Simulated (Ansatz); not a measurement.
Consider the redistribution: `B[CH2][AlH2]` + `O[CH2][Zn][F]` → `B[CH2][AlH][OH]` + `[CH3][Zn][F]`.

Computed with Ansatz on PBE0-D4/def2-TZVP structures; ΔE is electronic, products minus reactants. CCSD(T)/CBS is the MP2 limit (def2-TZVPP, def2-QZVPP) plus CCSD(T) − MP2 in def2-TZVPP, frozen cores. Functionals use def2-TZVPP. For Zn outer-core shells are correlated without core-valence functions, which leaves a few kJ/mol of doubt a bond. Scalar relativity is left out up to krypton. Each species was taken in one conformer, which may not be the lowest.

`B[CH2][AlH2]`:

Cartesian coordinates in Å:
```
B 0.856 -1.057 0.322
C 0.482 0.036 -0.650
Al -1.095 0.889 0.199
H 1.594 -0.833 1.242
H 0.349 -2.143 0.250
H 0.070 -0.280 -1.614
H 1.173 0.880 -0.734
H -0.882 2.135 1.154
H -2.547 0.374 -0.169
```

`O[CH2][Zn][F]`:

```xyz
7

O    -0.961    0.716   -0.954
C    -0.238   -0.392   -0.438
Zn    0.630   -0.042    1.276
F     1.398    0.310    2.817
H    -0.338    1.376   -1.264
H     0.481   -0.784   -1.165
H    -0.972   -1.184   -0.272
```

`B[CH2][AlH][OH]`:

Cartesian coordinates in Å:
```
B -1.237 -0.703 -0.841
C -0.034 0.180 -1.061
Al 0.884 0.071 0.682
O 0.398 1.195 1.850
H -2.262 -0.251 -0.413
H -1.159 -1.892 -0.998
H -0.208 1.255 -1.167
H 0.745 -0.195 -1.733
H 2.073 -0.932 0.970
H 0.800 1.272 2.713
```

`[CH3][Zn][F]`:

Cartesian coordinates in Å:
```
C 0.022 -0.589 0.449
Zn -0.034 0.932 -0.710
F -0.085 2.327 -1.773
H 0.931 -1.166 0.273
H 0.008 -0.271 1.492
H -0.841 -1.234 0.270
```

```
          species  CAM-B3LYP-D4 energy (Eh)
   `B[CH2][AlH2]`                -308.95955
  `O[CH2][Zn][F]`               -1994.52902
`B[CH2][AlH][OH]`                -384.27553
   `[CH3][Zn][F]`               -1919.31624
```

Question: Work out ΔE.

Answer: ΔE = (-384.27553) + (-1919.31624) − (-308.95955) − (-1994.52902) = -0.10320 Eh = -64.8 kcal/mol. CCSD(T)/CBS gives -66.1 kcal/mol.

Largest T1 diagnostic among the species: 0.016.

At CCSD(T), def2-SVP lies +3.1 kcal/mol from the extrapolated value and def2-TZVPP +0.4 kcal/mol. From r2SCAN to r2SCAN0 (25 % exact exchange), in def2-TZVPP and without D4, ΔE moves by −0.8 kcal/mol.
